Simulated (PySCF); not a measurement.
# Finite-field polarisability of Ta (tantalum, neutral)

[Xe] 4f14 5d3 6s2, high-spin 4F determinant. All numbers are calculated (PySCF 2.14, a scalar-relativistic core potential, in aug-cc-pwCVDZ-PP with ECP60MDF (6s6p5d3f, 70 functions)). Frozen: 5s2 5p6. Energy changes in a uniform field (μhartree):

```tsv
axis	F (au)	HF	MP2	CCSD	CCSD(T)
x	0.0014	-107.371	-57.278	-85.124	-84.503
x	0.0028	-430.689	-225.959	-340.559	-338.089
y	0.0014	-107.371	-57.278	-85.124	-84.503
y	0.0028	-430.689	-225.959	-340.559	-338.089
z	0.0014	-107.371	-57.278	-85.124	-84.503
z	0.0028	-430.689	-225.959	-340.559	-338.089
```

(1) Derive α along x at CCSD(T) from the two fields.

(2) And the mean polarisability at each level?

Spin-orbit coupling, absent here, splits the open shell strongly.

A double-zeta set is small for polarisabilities.

## Answers

(1) With ΔE = −αF²/2 − γF⁴/24, α = −(16 ΔE(F) − ΔE(2F))/(6F²) = 86.22 bohr³.

(2) HF 109.5, MP2 58.71, CCSD 86.86, CCSD(T) 86.22 bohr³. Reference: 74 ± 20 bohr³ (recommended; Schwerdtfeger and Nagle, table of static dipole polarizabilities (2023 update)).
